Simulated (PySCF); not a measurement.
BH4NOSi (calculated)

Calculation on a computer-drawn molecule: optimised geometry and harmonic frequencies of an isolated molecule of the commonest isotopes, restricted reference for singlets and unrestricted otherwise, frozen core in MP2. Program: PySCF 2.14.0.

## BH4NOSi

Start structure:
```xyz
8
BH4NOSi
N     -0.8758     1.7751    -1.1087
B     -0.0210     1.0770    -0.3315
Si     0.2425    -0.7960    -0.7521
O     -0.4761    -1.5684    -1.8963
H     -1.1302     2.7368    -1.0737
H     -1.4312     1.3559    -1.8566
H      0.4773     1.7536     0.4784
H      1.1303    -1.5923     0.0513
```

Here we set charge 0, multiplicity 1, method HF and basis cc-pV(D+d)Z.

It finds rotational constants 13.98, 3.739, 2.95 GHz; total energy -445.2958 hartree; convergence status largest gradient component 2.129e-05 hartree/bohr.

Drawn bonds:
```csv
atom,other atom,order
1,2,1
2,3,1
3,4,2
1,5,1
1,6,1
2,7,1
3,8,1
```

Optimised structure:
```xyz
8
BH4NOSi
N     -0.9249     1.7760    -1.1566
B     -0.0244     1.1336    -0.3335
Si     0.2340    -0.8427    -0.7583
O     -0.5231    -1.4815    -1.8935
H     -1.1574     2.7451    -1.0736
H     -1.4039     1.3010    -1.8970
H      0.5345     1.7306     0.5445
H      1.1810    -1.6205     0.0788
```

Modes:
```csv
frequency (cm⁻¹),reduced mass (dalton)
122.3,4.693
132.3,2.198
426.8,5.707
478.9,1.159
600.1,3.269
667.9,1.315
709.6,1.389
906.1,1.111
968.5,1.122
984.6,1.158
1220,1.499
1299,14.29
1424,3.544
1756,1.242
2302,1.044
2708,1.098
3787,1.051
3895,1.099
```
